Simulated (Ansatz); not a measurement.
CH$_{4}$AlPS$_{2}$. The species carries charge 0 and has multiplicity 1. The bonds changed during the relaxation, so this is another structure than the one it started from. All single points use the PBE0-D4/def2-TZVP geometry. It is one conformer, not always the lowest.

```xyz
9

P     0.280   -1.322    1.465
S     2.041   -0.290    0.985
Al    0.319    0.581   -0.089
C    -0.669    0.943   -1.678
S    -0.927    2.282   -0.331
H     0.564   -2.689    1.253
H     0.208   -1.317    2.874
H    -1.605    0.441   -1.914
H    -0.211    1.370   -2.566
```

What is the dipole moment at PBE/def2-TZVPP? (An estimate is asked.)

The calculation gave: 4.09 D, with components (0.87, -3.73, 1.44) D in this frame, pointing from negative to positive charge.

And with r2SCAN, B3LYP, ωB97M-V? (An estimate is asked.)

Computed: r2SCAN 4.35 D, B3LYP 4.32 D, ωB97M-V 4.43 D.

Give the Mulliken charges with PBE, r2SCAN, ωB97M-V in def2-TZVPP. (An estimate is asked.)

Ansatz gave: 
```csv
atom,PBE,r2SCAN,ωB97M-V
P1,0.03,0.09,0.02
S2,-0.18,-0.23,-0.18
Al3,0.31,0.43,0.31
C4,-0.29,-0.28,-0.38
S5,-0.23,-0.27,-0.21
H6,0.07,0.04,0.09
H7,0.07,0.05,0.10
H8,0.11,0.09,0.13
H9,0.11,0.09,0.13
```

B3LYP here is the variant with VWN-RPA as its local correlation; programs differ in this.
